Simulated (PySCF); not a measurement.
CHO₃, charge -1. Atoms are numbered in the order given.

```xyz
5

O      0.7645     1.0388     0.0000
C     -0.0666    -0.1593     0.0000
O     -1.3034     0.0876     0.0000
O      0.5776    -1.2248     0.0000
H      0.0896     1.7427     0.0000
```
Charge -1, spin multiplicity 1.

Geometry: PBE-D3(BJ)/def2-SVPD. One conformer was computed; it need not be the lowest.

Method: PBE/def2-TZVPD (PySCF).

ESP charges are fitted to the potential on shells at 1.4 to 2.0 van der Waals radii. Atomic charges (e):

```
atom  meta-Löwdin  ESP fit
----  -----------  -------
O1          -0.60      [?]
C2           0.57      [?]
O3          -0.66      [?]
O4          -0.62      [?]
H5           0.31      [?]
```

Question: Some entries are withheld; supply them. (Estimate from the structure and the level; the computed values follow.)

Answer: 
- O1, ESP fit: -0.73
- C2, ESP fit: 0.96
- O3, ESP fit: -0.82
- O4, ESP fit: -0.74
- H5, ESP fit: 0.33
